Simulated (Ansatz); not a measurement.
```yaml
atoms:
  - { symbol: O, position_ang: [0.0000, 0.0000, -0.1172] }
  - { symbol: H, position_ang: [0.0000, 0.0000, 0.9374] }
```

Basis set: 6-31G* (spherical functions). Left uncorrelated: 1 orbital. Charge 0, multiplicity 2.

Computed with Ansatz (development build ahead of 0.2.0); each method stands on the lowest determinant of its kind that the runs found.

Q: Give the atomization energy at this shape (free ground-state atoms in the same class of orbitals less the molecule, no zero-point energy) of doublet OH by UHF-MP2, UHF.

A:

```
 method  atomization energy
UHF-MP2        361.8 kJ/mol
    UHF        241.8 kJ/mol
```
